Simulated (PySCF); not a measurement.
# Worked example: entropy of an ideal gas

CdI, SMILES [Cd+][I], charge +1.

Geometry optimised at B3LYP-D3(BJ)/def2-TZVP. The multiplicity is an assumed one; other spin states were not compared. The def2 effective core potentials stand for the cores of Cd, I; spin–orbit coupling is left out.

PySCF with B3LYP-D3(BJ)/def2-TZVP gives the harmonic wavenumbers 203 cm⁻¹ and the rotational temperature 0.0605 K. The molar mass is 239.32 g/mol, the symmetry number 1, the spin multiplicity 1.

Question: Work out the entropy at 298.15 K and 1 atm in the rigid-rotor, harmonic-oscillator model.

Answer: 
Translation (Sackur–Tetrode at 1 atm): S = R[1.5 ln M + 2.5 ln T − 1.16487] = 177.1 J/(mol K).
Rotation: q = T/(σ θ) = 4930, S = R[ln q + 1] = 79.0 J/(mol K).
Vibration: with u = 1.4388 ν/T, each mode gives R[u/(e^u − 1) − ln(1 − e^−u)]:
```tsv
ν (cm⁻¹)	modes	u	S (J/(mol K))
203	1	0.98	8.81
```
These are all the modes. Sum 8.8 J/(mol K).
Spin: R ln 1 = 0.0 J/(mol K).
Total 264.9 J/(mol K); the program's own thermochemistry gives 264.9. Translation makes up 67 % and vibration 3 %. Anharmonicity, hindered rotation and orbital degeneracy are left out.
